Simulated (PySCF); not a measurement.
Isomers of C3H4F3NSi.

All values: B3LYP/def2-SVPD (PySCF) at GFN2-xTB geometries, gas phase, one conformer each. Core orbitals are frozen in the response; Δα² is half the sum of the squared differences of the principal polarisabilities.

(1) Rank by HOMO–LUMO gap, lowest first.
A. `[H]/[N:1]=[CH:2]\[CH:3]=[CH:4]/[Si:5]([F:6])([F:7])[F:8]` with N1–C2–C3–C4 -178°
B. `C[C@@H](C#N)[Si](F)(F)F`
C. `[CH:1]#[C:2][Si@H:3]([NH2:4])[C:5]([F:6])([F:7])[F:8]` with C2–Si3–N4–H 67° and -84°
D. `N#C[C@H]([SiH3])C(F)(F)F`
E. `[N:1]#[C:2][SiH2:3][C:4]([F:5])([F:6])[CH2:7][F:8]` with C2–Si3–C4–F5 70°, Si3–C4–C7–F8 -23°

(2) Rank by HOMO energy, highest first.
A. `C[C@@H](C#N)[Si](F)(F)F`
B. `N#C[C@H]([SiH3])C(F)(F)F`
C. `[CH:1]#[C:2][Si@H:3]([NH2:4])[C:5]([F:6])([F:7])[F:8]` with C2–Si3–N4–H 67° and -84°
D. `[N:1]#[C:2][SiH2:3][C:4]([F:5])([F:6])[CH2:7][F:8]` with C2–Si3–C4–F5 70°, Si3–C4–C7–F8 -23°

(3) Rank by mean static polarisability, highest first.
A. `[H]/[N:1]=[CH:2]\[CH:3]=[CH:4]\[Si:5]([F:6])([F:7])[F:8]` with N1–C2–C3–C4 180°
B. `[N:1]#[C:2][SiH2:3][C:4]([F:5])([F:6])[CH2:7][F:8]` with C2–Si3–C4–F5 70°, Si3–C4–C7–F8 -23°
C. `N#C[C@H](C)[Si](F)(F)F`

Results:

(1) A (5.17 eV), C (6.91 eV), E (7.82 eV), D (8.64 eV), B (8.82 eV).

(2) C (-7.92 eV), D (-9.09 eV), B (-9.30 eV), A (-9.47 eV).

(3) A (10.37 Å³), B (9.94 Å³), C (8.91 Å³).

All values together:

| SMILES | μ (D) | HOMO (eV) | LUMO (eV) | α (Å³) | Δα (Å³) |
| --- | --- | --- | --- | --- | --- |
| [H]/N=C\C=C\[Si](F)(F)F | 0.98 | -7.96 | -2.76 | 10.37 | 7.66 |
| C#C[Si@H](N)C(F)(F)F | 3.46 | -7.92 | -1.01 | 10.40 | 4.01 |
| N#C[SiH2]C(F)(F)CF | 2.51 | -9.09 | -1.28 | 9.94 | 2.35 |
| [H]/N=C\C=C/[Si](F)(F)F | 3.79 | -7.97 | -2.80 | 10.16 | 6.91 |
| N#C[C@H]([SiH3])C(F)(F)F | 3.87 | -9.30 | -0.66 | 10.02 | 2.70 |
| C[C@@H](C#N)[Si](F)(F)F | 3.80 | -9.47 | -0.66 | 8.91 | 2.50 |

Conformers: `[H]/[N:1]=[CH:2]\[CH:3]=[CH:4]\[Si:5]([F:6])([F:7])[F:8]` with N1–C2–C3–C4 180°; `[CH:1]#[C:2][Si@H:3]([NH2:4])[C:5]([F:6])([F:7])[F:8]` with C2–Si3–N4–H 67° and -84°; `[N:1]#[C:2][SiH2:3][C:4]([F:5])([F:6])[CH2:7][F:8]` with C2–Si3–C4–F5 70°, Si3–C4–C7–F8 -23°; `[H]/[N:1]=[CH:2]\[CH:3]=[CH:4]/[Si:5]([F:6])([F:7])[F:8]` with N1–C2–C3–C4 -178°.
